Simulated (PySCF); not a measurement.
# Radial density of Sn²⁺ (tin, charge +2)

BLYP, [Kr] 4d10 5s2, closed-shell 1S. Computed with PySCF 2.14 in ANO-RCC-VTZP (7s6p4d2f1g, 68 functions), with scalar relativity by spin-free X2C-1e.

```tsv
r (bohr)	4πr²ρ (e/bohr)
0.0250	62.61
0.0421	55.48
0.0708	76.03
0.119	72.72
0.200	59.52
0.337	56.54
0.566	20.19
0.953	20.61
1.60	5.115
2.70	0.8807
4.53	0.04249
7.63	0.0001113
12.8	1.902e-05
```

Densities and radii are taken from the X2C orbitals without a picture-change correction, which distorts them close to the nucleus.
